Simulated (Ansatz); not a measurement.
C2H4FIn, SMILES `C=[C](F)[InH2]`, 8 atoms. The species carries charge 0 and has multiplicity 1. Correlated methods include outer-core shells of In, which these sets cover unevenly. In takes the def2 core potential. All runs use 2 threads of an Arm Neoverse V1 on a shared host. Correlated methods freeze the cores.

Question: How many basis functions does each run have, and how long does it take in Ansatz? RKS PBE0-D4/def2-TZVP relaxation (9 steps); RKS ωB97M-V/def2-QZVPP energy; RKS PBE0-D4/def2-SVP energy; RKS PBE0-D4/def2-TZVP frequencies; RHF-CCSD(T)/def2-TZVPP energy; RKS SPW92 (LDA)/def2-TZVPP energy; RKS ωB97M-V/def2-SVP energy; direct RPA on PBE orbitals/def2-TZVPP energy; RKS PBE-QIDH (frozen core)/def2-TZVPP energy; RHF-MP2/def2-QZVPP energy; RKS B97M-V/def2-TZVPP energy; RKS ωB97M-V/def2-TZVPP energy and forces. (An estimate is asked.)

Answer: The calculation gave: Other jobs shared the machine, so times are rough.

```csv
level,job,functions,wall time,peak host memory (GiB)
RKS SPW92 (LDA)/def2-TZVPP,energy,199,1.6 s,0.21
RKS PBE0-D4/def2-SVP,energy,88,1.6 s,0.17
RKS ωB97M-V/def2-SVP,energy,88,6 s,0.25
RKS PBE-QIDH (frozen core)/def2-TZVPP,energy,199,7 s,0.46
direct RPA on PBE orbitals/def2-TZVPP,energy,199,7.5 s,0.44
RKS B97M-V/def2-TZVPP,energy,199,12 s,0.29
RKS ωB97M-V/def2-TZVPP,energy and forces,199,14 s,0.57
RHF-MP2/def2-QZVPP,energy,373,20 s,1.6
RKS ωB97M-V/def2-QZVPP,energy,373,23 s,1.1
RKS PBE0-D4/def2-TZVP,relaxation (9 steps),167,42 s,0.37
RHF-CCSD(T)/def2-TZVPP,energy,199,2.3 min,2.8
RKS PBE0-D4/def2-TZVP,frequencies,167,2.5 min,0.37
```
